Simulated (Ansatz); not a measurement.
```yaml
atoms:
  - { symbol: B, position_ang: [0.0000, 0.0000, -1.3364] }
  - { symbol: C, position_ang: [0.0000, 0.0000, 0.1827] }
  - { symbol: O, position_ang: [0.0000, 0.0000, 1.3146] }
  - { symbol: H, position_ang: [0.0000, -1.1811, -1.6437] }
  - { symbol: H, position_ang: [-1.0229, 0.5906, -1.6437] }
  - { symbol: H, position_ang: [1.0229, 0.5906, -1.6437] }
```

Basis set: cc-pVDZ (spherical functions). Correlated methods keep 3 orbitals frozen. Charge 0, multiplicity 1.

Computed with Ansatz (development build ahead of 0.2.0); each method stands on the lowest determinant of its kind that the runs found. Restricted open shells among the atoms or ions are ROHF, correlated in semicanonical orbitals with singles.

Question: Give the atomization energy at this shape (free ground-state atoms in the same class of orbitals less the molecule, no zero-point energy) of singlet CH3BO by RHF-MP2, RHF.

Answer:

```json
{"method": "RHF-MP2", "atomization energy": "541.20 kcal/mol"}
{"method": "RHF", "atomization energy": "412.00 kcal/mol"}
```
